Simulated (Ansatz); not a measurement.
Reaction (redistribution): `SP([SeH])BCl` + `B[SiH](N)F` → `NP(S)[SeH]` + `B[SiH](F)BCl`

Program: Ansatz. Geometries: PBE0-D4/def2-TZVP. ΔE: electronic, gas phase. CCSD(T)/CBS adds triple-zeta CCSD(T) − MP2 to the extrapolated MP2 energy (def2 sets, frozen cores). Functionals use def2-TZVPP. HSE06 is defined as in plane-wave codes. For Se outer-core shells are correlated without core-valence functions, which leaves a few kJ/mol of doubt a bond. Scalar relativity is left out up to krypton. Each species was taken in one conformer, which may not be the lowest.

```csv
level,ΔE (kJ/mol),difference from CCSD(T)/CBS
PBE-D4,113.4,-10.0
PBE0-D4,120.0,-3.4
r2SCANh-D4,122.3,-1.1
ωB97X-V,121.3,-2.1
ωB97M-V,121.9,-1.5
r2SCAN,120.0,-3.4
PBE0,118.3,-5.1
HSE06,118.1,-5.3
LC-ωPBE,125.0,1.6
RPA@PBE/def2-TZVPP,118.9,-4.5
CCSD(T)/def2-SVP,128.4,5.0
MP2/def2-TZVPP,134.2,10.8
SCS-MP2/def2-TZVPP,128.5,5.1
HF/def2-QZVPP,122.6,-0.8
SCS-MP2/def2-QZVPP,128.2,4.8
CCSD/CBS(def2),123.1,-0.3
CCSD(T)/CBS,123.4,0
```

Largest T1 diagnostic among the species: 0.014.

From r2SCAN to r2SCAN0 (25 % exact exchange), in def2-TZVPP and without D4, ΔE moves by +4.4 kJ/mol. The D4 term adds +3.1 kJ/mol with B3LYP and +1.7 kJ/mol with PBE0; it sums over pairs of atoms, weighted by their polarisabilities, and B3LYP, whose exchange is more repulsive, gets the larger term. At CCSD(T), def2-SVP lies +5.0 kJ/mol from the extrapolated value and def2-TZVPP +0.7 kJ/mol.

B3LYP here is the variant with VWN-RPA as its local correlation; programs differ in this.
